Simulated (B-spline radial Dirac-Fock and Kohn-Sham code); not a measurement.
Two-hole binding energies of Sn⁷⁺

System: Sn⁷⁺, 1s2 2s2 2p6 3s2 3p6 3d10 4s2 4p6 4d7.

Model: ΔSCF Dirac-Fock with Breit, self-energy and vacuum polarisation, finite nucleus, configuration average. Program: a B-spline atomic structure program. U is the two-hole binding energy less the two single-hole energies, the effective repulsion of the holes after relaxation. Each two-hole energy is an average over J within one jj subconfiguration.

| holes | E(a) (eV) | E(b) (eV) | E(ab) (eV) | U (eV) |
| --- | --- | --- | --- | --- |
| 1s⁻² | 29327.1 | 29327.1 | 59465.7 | 811.4 |
| 1s⁻¹ 2p1/2⁻¹ | 29327.1 | 4285.3 | 33847.1 | 234.7 |
| 1s⁻¹ 2p3/2⁻¹ | 29327.1 | 4057.7 | 33601.2 | 216.3 |
| 1s⁻¹ 3p1/2⁻¹ | 29327.1 | 885.3 | ? | ? |
| 1s⁻¹ 3p3/2⁻¹ | 29327.1 | 842.7 | 30240.9 | 71.1 |
| 2s⁻¹ 2p1/2⁻¹ | 4599.5 | 4285.3 | 9015.0 | 130.3 |
| 2p3/2⁻² | 4057.7 | 4057.7 | 8269.3 | 153.8 |
| 2s⁻¹ 3p1/2⁻¹ | 4599.5 | 885.3 | 5548.6 | 63.9 |
| 2s⁻¹ 3p3/2⁻¹ | 4599.5 | 842.7 | 5504.2 | 62.1 |
| 2s⁻¹ 3d5/2⁻¹ | 4599.5 | 610.4 | 5275.8 | 65.9 |
| 2p1/2⁻¹ 3p3/2⁻¹ | 4285.3 | 842.7 | 5192.1 | 64.1 |
| 2p3/2⁻¹ 3p1/2⁻¹ | 4057.7 | 885.3 | 5008.7 | 65.6 |
| 2p3/2⁻¹ 3d5/2⁻¹ | 4057.7 | 610.4 | 4733.5 | 65.4 |
| 3p1/2⁻¹ 3p3/2⁻¹ | 885.3 | 842.7 | 1777.0 | 49.0 |

Question: Give the missing two-hole energy and U.

Answer: E(ab) = 30287.5 eV and U = 75.0 eV.

Run: 75 s of CPU time on 1 thread of AMD EPYC 7571 (shared host), peak memory 0.41 GiB.

Values without a named source are computed, but for edge energies of neutral atoms, which are taken from tables.
